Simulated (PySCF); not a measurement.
**SMILES C[C@@H]1CC[Si@H]1CCl, C₅H₁₁ClSi**

Geometry (Å), atoms numbered from 1 in this order:
```xyz
18

C    -1.065    1.999    0.249
C    -0.593    0.689   -0.358
C    -1.545   -0.505   -0.128
C    -0.525   -1.603    0.237
Si    0.836   -0.286    0.473
C     2.449   -0.496   -0.526
Cl    3.447   -1.724    0.297
H    -0.329    2.784    0.095
H    -2.003    2.315   -0.206
H    -1.226    1.887    1.319
H    -0.435    0.842   -1.429
H    -2.203   -0.301    0.715
H    -2.164   -0.749   -0.990
H    -0.349   -2.284   -0.594
H    -0.817   -2.205    1.093
H     1.181    0.084    1.847
H     3.045    0.412   -0.567
H     2.289   -0.854   -1.540
```

Level of theory: TDDFT B3LYP/def2-SVPD circular dichroism and optical rotation, one conformer, gas phase (PySCF). Geometry: GFN2-xTB.

The molecule is flexible and this is one conformer; a measurement averages over conformers.

Stereocentres: C2 R, Si5 R.

Problem. Give the optical rotatory dispersion at 633, 589.3, 546, 436, 405, 365, 355 nm.

Solution. [α] in deg dm⁻¹ (g/mL)⁻¹:
| λ (nm) | origin-invariant length gauge | modified velocity gauge | length gauge (centre of mass) | isotropic polarisability (au) |
| --- | --- | --- | --- | --- |
| 633 | -88.5 | -93.2 | -87.4 | 102.3 |
| 589.3 | -103.0 | -108.4 | -101.6 | 102.7 |
| 546 | -121.1 | -127.6 | -119.5 | 103.2 |
| 436 | -196.8 | -207.6 | -194.1 | 105.3 |
| 405 | -231.0 | -243.9 | -227.8 | 106.3 |
| 365 | -289.3 | -305.8 | -285.0 | 108.1 |
| 355 | -306.9 | -324.5 | -302.3 | 108.6 |

Problem. And for the mirror image at 589.3 nm?

Solution. +103.0 deg dm⁻¹ (g/mL)⁻¹ (origin-invariant length gauge): the same size and the opposite sign.

Problem. What is the molar rotation [Φ] = [α]·M/100 of the geometry above at 589.3 nm?

Solution. With M = 134.68 g/mol, -138.7 deg cm² dmol⁻¹ (origin-invariant length gauge).

The first excitation lies at 6.12 eV (202 nm) with R = +27.4 × 10⁻⁴⁰ esu² cm² (velocity form).
